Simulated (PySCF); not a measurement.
Job for PySCF: R-HF/3-21G on AgF, 2S+1 = 1, a spin state set in the input, which need not be the lowest, a point of a bond scan (R = 2.169 Å).

```python
from pyscf import gto, scf, dft, mp
from pyscf.data.elements import chemcore

mol = gto.M(
    atom='''
    Ag    0.00000000    0.00000000    0.00000000
    F     0.00000000    0.00000000    2.16929600
    ''',
    basis='3-21g',
    charge=0, spin=0, verbose=3, max_memory=1800)
mf = scf.RHF(mol)
mf.conv_tol = 1e-8
mf.max_cycle = 100
mf.kernel()
if not mf.converged:
    mf = mf.newton().run(mf.mo_coeff, mf.mo_occ)
```

Problem. Give the final energy of this run.

Solution. -5272.3771 hartree.
